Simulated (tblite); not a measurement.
C6H11OPS.
Z-matrix (Å and degrees, GFN2-xTB geometry), rows numbered from 1:
```
C 
C   1  1.4839
C   2  1.3286  1  125.37
P   3  1.8054  2  120.29  1  -179.68
S   4  1.9303  3  116.74  2     3.34
C   4  1.8540  3  105.04  2  -124.71
C   6  1.5127  4  103.35  3  -163.63
C   7  1.4954  6  114.96  4  -101.51
O   7  1.2055  6  120.32  4    74.40
H   1  1.0895  2  109.75  3   121.07
H   1  1.0896  2  109.79  3  -121.26
H   1  1.0873  2  111.52  3    -0.03
H   2  1.0850  1  116.37  3  -179.86
H   3  1.0826  2  122.63  1    -0.21
H   4  1.3980  3  102.83  2   132.09
H   6  1.0914  4  108.89  3    75.46
H   6  1.0912  4  108.68  3   -45.73
H   8  1.0916  7  107.90  6    59.07
H   8  1.0878  7  110.54  6   -58.87
H   8  1.0863  7  110.63  6   179.01
```

Method: GFN2-xTB as coded in tblite; computed harmonic values from a numerical Hessian at the method's own geometry, unscaled. This tight-binding method is rough: wavenumbers can miss measured ones by several per cent, in bad cases by 10 to 20. Modes of hydrogen on phosphorus can be 10 to 20 % off. One conformer, not necessarily the lowest.

Harmonic wavenumbers (cm⁻¹): 43.8, 55.2, 70.0, 105.4, 119.2, 145.6, 162.8, 178.6, 196.5, 279.2, 296.7, 377.9, 420.3, 501.1, 549.2, 654.5, 679.5, 734.0, 754.8, 778.3, 847.3, 878.9, 913.6, 963.6, 978.7, 983.7, 988.0, 1028.8, 1071.4, 1105.9, 1122.1, 1186.4, 1187.7, 1274.2, 1364.1, 1386.9, 1392.1, 1439.0, 1449.8, 1461.2, 1468.1, 1668.3, 1755.2, 2237.7, 2964.0, 2973.9, 2987.3, 3005.3, 3019.9, 3026.0, 3029.4, 3032.8, 3046.7, 3062.3.

A = 2209, B = 615.2, C = 535.1 MHz; mass 162.027 u (most abundant isotopes); point group C1, symmetry number 1.

Q: Zero-point energy?

A: ½Σν̃ = 33701 cm⁻¹ = 403.16 kJ/mol.

Q: What is S at 273.15 K and 1 bar for an ideal gas of classical rigid rotors and harmonic oscillators?

A: Translation 170.49, rotation 126.40, vibration 150.59: S = 447.5 J/(mol K).

Q: And Cp and H(273.15 K) − H(0)?

A: Cp = 171.84 J/(mol K), of which vibrations give 138.58 (their classical limit is 54 R = 449.0); H(273.15 K) − H(0) = 29.91 kJ/mol without the zero-point energy, 20.82 from vibrations.

Q: Which modes carry the vibrational entropy at 273.15 K?

A: 43.8 cm⁻¹: 20.53; 55.2 cm⁻¹: 18.61; 70.0 cm⁻¹: 16.66; 105.4 cm⁻¹: 13.31; 119.2 cm⁻¹: 12.32; 145.6 cm⁻¹: 10.72 J/(mol K); the other 48 give 58.43 together.

Q: How do the functions run with temperature in this model?

A: 
```
 T (K)  S (J/(mol K))  Cp (J/(mol K))  H − H(0) (kJ/mol)  G − H(0) (kJ/mol)  ln q(vib)
    50          260.9            67.3               2.35             -10.70       0.82
   100          317.9            98.0               6.54             -25.25       2.68
298.15          463.0           182.8              34.34            -103.70       9.78
373.15          507.5           214.6              49.26            -140.11      12.21
   500          577.0           260.9              79.52            -208.96      16.14
   750          695.9           325.4             153.42            -368.54      23.35
  1000          795.7           367.7             240.40            -555.34      29.89
```

q(vib) and H(0) count from the zero-point level.

Q: Blend soft modes into free rotors: weight 1/[1 + (100 cm⁻¹/ν̃)⁴] for the oscillator and the rest for a rotor with moment μB/(μ + B), μ = h/(8π²ν), B = 10⁻⁴⁴ kg m². What vibrational entropy results?

A: 136.77 J/(mol K) in place of 150.59, which changes −T·S at 273.15 K by +3.77 kJ/mol.

Hindered rotation and anharmonicity are outside this model. Other conformers, if any are populated, would add a mixing term that is left out. The structure is chiral; the term R ln 2 for an equal mix with its mirror image is left out.
